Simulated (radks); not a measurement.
Values are calculated unless marked as measured or tabulated.
The thallium ion Tl2+ inside a hard spherical wall (all orbitals vanish at R), configuration held at [Xe] 4f14 5d10 6s1 and not refilled when levels cross. Code: a radial shooting solver on a logarithmic mesh with Libxc functionals. Model: scalar-relativistic Kohn-Sham, PBE, spin-unpolarised, spherical densities, finite nucleus; Fermi nuclear charge, rms radius 5.4759 fm. Eigenvalues in eV, with the zero of energy where the potential of the charges vanishes at infinity; a dash marks a level that is unbound or too diffuse for the functional's potential to be trusted. A positive occupied level is held by the wall or, in an anion where self-interaction has pushed it up, behind a barrier. The pressure on the wall is -dE/dV.

| R (bohr) | E (hartree) | kinetic (hartree) | e(4f) | e(5p) | e(5d) | e(6s) | e(6p, empty) | e(7s, empty) | pressure (GPa) |
|---|---|---|---|---|---|---|---|---|---|
| free | -20239.7400 | 22781.877 | -131.93 | -94.012 | -33.162 | -25.360 | -16.029 | - | 0 |
| 20 | -20239.7400 | 22781.877 | -131.93 | -94.012 | -33.162 | -25.360 | -16.029 | - | < 0.0001 |
| 15 | -20239.7400 | 22781.877 | -131.93 | -94.012 | -33.162 | -25.360 | -16.029 | - | < 0.0001 |
| 12 | -20239.7400 | 22781.877 | -131.93 | -94.012 | -33.162 | -25.360 | -16.029 | - | < 0.0001 |
| 10 | -20239.7400 | 22781.877 | -131.93 | -94.012 | -33.162 | -25.360 | -16.029 | -8.567 | < 0.0001 |
| 7 | -20239.7399 | 22781.879 | -131.93 | -94.006 | -33.156 | -25.353 | -15.973 | -6.992 | 0.0126 |
| 4 | -20239.6584 | 22782.520 | -130.52 | -92.720 | -31.959 | -23.222 | -11.199 | 18.591 | 25.5 |
| 3.5 | -20239.4993 | 22783.531 | -128.65 | -91.085 | -30.392 | -20.203 | -6.079 | 37.176 | 101 |
| 3 | -20239.0029 | 22786.305 | -124.30 | -87.445 | -26.704 | -12.753 | 5.217 | 71.874 | 439 |
| 1.5 | -20198.8233 | 22947.123 | -20.881 | 8.282 | 92.066 | 262.86 | 331.14 | 748.91 | 141000 |
